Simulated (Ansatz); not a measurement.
Start from `[NH2][Ta]([NH2])(=[O])[F]` and change one atom or group to get `[CH3][Ta]([NH2])(=[O])[F]`.

Ansatz, PBE0-D4/def2-TZVP geometries, multiplicity 1. Each molecule was computed in one conformer, which needn't be the lowest.

Elements past krypton have def2 core potentials.

| property | `[NH2][Ta]([NH2])(=[O])[F]` |
| --- | --- |
| LUMO energy (PBE/def2-TZVPP) / eV | -1.28 |
| HOMO–LUMO gap (ωB97M-V/def2-TZVPP) / eV | 11.14 |
| HOMO energy (ωB97M-V/def2-TZVPP) / eV | -10.21 |
| size of the dipole moment (B3LYP/def2-TZVPP) / D | 4.23 |
| LUMO energy (PBE0/def2-TZVPP) / eV | -0.39 |
| HOMO–LUMO gap (PBE0/def2-TZVPP) / eV | 7.49 |

What does the change do to each property? (Best estimate.)

The calculation gave: 
```tsv
property	`[CH3][Ta]([NH2])(=[O])[F]`	shift
LUMO energy (PBE/def2-TZVPP) / eV	-1.95	-0.67
HOMO–LUMO gap (ωB97M-V/def2-TZVPP) / eV	11.58	0.44
HOMO energy (ωB97M-V/def2-TZVPP) / eV	-10.68	-0.47
size of the dipole moment (B3LYP/def2-TZVPP) / D	3.72	-0.51
LUMO energy (PBE0/def2-TZVPP) / eV	-1.05	-0.66
HOMO–LUMO gap (PBE0/def2-TZVPP) / eV	7.27	-0.22
```

With PBE0 the HOMO falls by 0.44 eV and the LUMO falls by 0.66 eV, so the gap narrows by about 0.22 eV. PBE moves the HOMO by -0.46 eV and ωB97M-V by -0.47 eV. The zero-point energy changes by 25.8 kJ/mol with +3 modes. Dipoles are sizes alone; their direction can turn.

B3LYP here is the variant with VWN-RPA as its local correlation; programs differ in this.
